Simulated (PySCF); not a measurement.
CH₄ClNOSi₂, SMILES Cl[Si@H]1N=CO[SiH2]1.

The structure is a stationary point at PBE-D3(BJ)/def2-SVP. The structure was generated by enumeration; whether it is a known compound was not checked.

All values below come from PySCF 2.14.0 with PBE-D3(BJ)/def2-SVP.

Frequencies are harmonic and unscaled.

```json
[
 {"mode": "1", "ν (cm⁻¹)": "88", "IR (km/mol)": "0.6", "moving atoms (share of kinetic energy)": "O 34 %, Cl 31 %, Si 17 %, N 10 %"},
 {"mode": "2", "ν (cm⁻¹)": "123", "IR (km/mol)": "0.9", "moving atoms (share of kinetic energy)": "Si 42 %, Cl 27 %, H 19 %"},
 {"mode": "3", "ν (cm⁻¹)": "212", "IR (km/mol)": "1.3", "moving atoms (share of kinetic energy)": "N 22 %, O 18 %, Cl 17 %, H 15 %, C 15 %, Si 13 %"},
 {"mode": "4", "ν (cm⁻¹)": "334", "IR (km/mol)": "13.2", "moving atoms (share of kinetic energy)": "Si 41 %, O 20 %, N 18 %, H 9 %"},
 {"mode": "5", "ν (cm⁻¹)": "382", "IR (km/mol)": "22.0", "moving atoms (share of kinetic energy)": "H 45 %, Si 29 %, N 11 %, C 8 %"},
 {"mode": "6", "ν (cm⁻¹)": "397", "IR (km/mol)": "6.1", "moving atoms (share of kinetic energy)": "Si 32 %, N 23 %, H 19 %, Cl 12 %, C 9 %"},
 {"mode": "7", "ν (cm⁻¹)": "466", "IR (km/mol)": "13.0", "moving atoms (share of kinetic energy)": "H 48 %, Si 45 %"},
 {"mode": "8", "ν (cm⁻¹)": "549", "IR (km/mol)": "70.3", "moving atoms (share of kinetic energy)": "Si 51 %, Cl 30 %, H 10 %"},
 {"mode": "9", "ν (cm⁻¹)": "628", "IR (km/mol)": "20.1", "moving atoms (share of kinetic energy)": "Si 33 %, H 30 %, O 25 %, N 8 %"},
 {"mode": "10", "ν (cm⁻¹)": "667", "IR (km/mol)": "20.1", "moving atoms (share of kinetic energy)": "H 86 %"},
 {"mode": "11", "ν (cm⁻¹)": "680", "IR (km/mol)": "38.6", "moving atoms (share of kinetic energy)": "H 56 %, Si 16 %, C 15 %, O 10 %"},
 {"mode": "12", "ν (cm⁻¹)": "689", "IR (km/mol)": "2.5", "moving atoms (share of kinetic energy)": "H 44 %, O 35 %, N 12 %"},
 {"mode": "13", "ν (cm⁻¹)": "713", "IR (km/mol)": "32.1", "moving atoms (share of kinetic energy)": "N 30 %, Si 29 %, H 22 %, C 17 %"},
 {"mode": "14", "ν (cm⁻¹)": "778", "IR (km/mol)": "127.6", "moving atoms (share of kinetic energy)": "H 84 %, Si 12 %"},
 {"mode": "15", "ν (cm⁻¹)": "829", "IR (km/mol)": "108.4", "moving atoms (share of kinetic energy)": "H 38 %, N 27 %, O 17 %, Si 11 %"},
 {"mode": "16", "ν (cm⁻¹)": "900", "IR (km/mol)": "103.6", "moving atoms (share of kinetic energy)": "H 94 %"},
 {"mode": "17", "ν (cm⁻¹)": "959", "IR (km/mol)": "4.4", "moving atoms (share of kinetic energy)": "H 62 %, C 34 %"},
 {"mode": "18", "ν (cm⁻¹)": "1132", "IR (km/mol)": "209.1", "moving atoms (share of kinetic energy)": "C 46 %, O 40 %"},
 {"mode": "19", "ν (cm⁻¹)": "1326", "IR (km/mol)": "3.7", "moving atoms (share of kinetic energy)": "H 89 %"},
 {"mode": "20", "ν (cm⁻¹)": "1620", "IR (km/mol)": "309.0", "moving atoms (share of kinetic energy)": "C 55 %, N 42 %"},
 {"mode": "21", "ν (cm⁻¹)": "2177", "IR (km/mol)": "76.8", "moving atoms (share of kinetic energy)": "H 98 %"},
 {"mode": "22", "ν (cm⁻¹)": "2196", "IR (km/mol)": "33.8", "moving atoms (share of kinetic energy)": "H 96 %"},
 {"mode": "23", "ν (cm⁻¹)": "2200", "IR (km/mol)": "122.6", "moving atoms (share of kinetic energy)": "H 96 %"},
 {"mode": "24", "ν (cm⁻¹)": "3038", "IR (km/mol)": "31.9", "moving atoms (share of kinetic energy)": "H 92 %, C 8 %"}
]
```
